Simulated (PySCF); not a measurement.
H6AlN3, SMILES [NH2][Al]([NH2])[NH2] at its CAM-B3LYP/def2-SVP optimised geometry (Å):

```
10

Al    -0.2311    -0.0001     0.0000
N     -1.1179     1.5366     0.0000
H     -0.6937     2.4570    -0.0002
H     -2.1270     1.6296    -0.0006
N     -1.1193    -1.5362     0.0001
H     -0.6960    -2.4570    -0.0010
H     -2.1285    -1.6281     0.0011
N      1.5431    -0.0001     0.0000
H      2.1285    -0.8274     0.0002
H      2.1278     0.8276    -0.0014
```

Calculation: CAM-B3LYP/def2-TZVP in PySCF. Cells within 0.4 Å of a nucleus heavier than hydrogen are left out (blank, or x).

Map of the electrostatic potential (hartree/e), clipped to [-0.08, 0.12] on the plane z = 0.0 Å:

```
|000000000000000000000000000|
|000000000011110000000000000|
|000000000112211100000000000|
|000000001235432100000000000|
|000000011499963110000000000|
|000111223899993111111000000|
|001124678999993111111110000|
|001249999999972111222211000|
|001259999xx9963222466421000|
|001259999xx9997434999831100|
|001236999999999969999941000|
|001123448999999999999941000|
|000111236999x9999xx99721000|
|000111137999xx999xx99410000|
|000111236999x9999xx99721000|
|001123448999999999999941000|
|001236999999999969999941100|
|001259999xx9997434999831100|
|001259999xx9963222466421000|
|001249999999972111222211000|
|001124678999993111111110000|
|000111223899993111111000000|
|000000011499963110000000000|
|000000001245432100000000000|
|000000000112211100000000000|
|000000000011110000000000000|
|000000000000000000000000000|
```
Scale: ten equal steps from 0.002 (start of '0') to 0.120 (end of '9'), in the order '0123456789'; x runs from -4.50 to 4.50, y from -4.50 (bottom) to 4.50 (top).
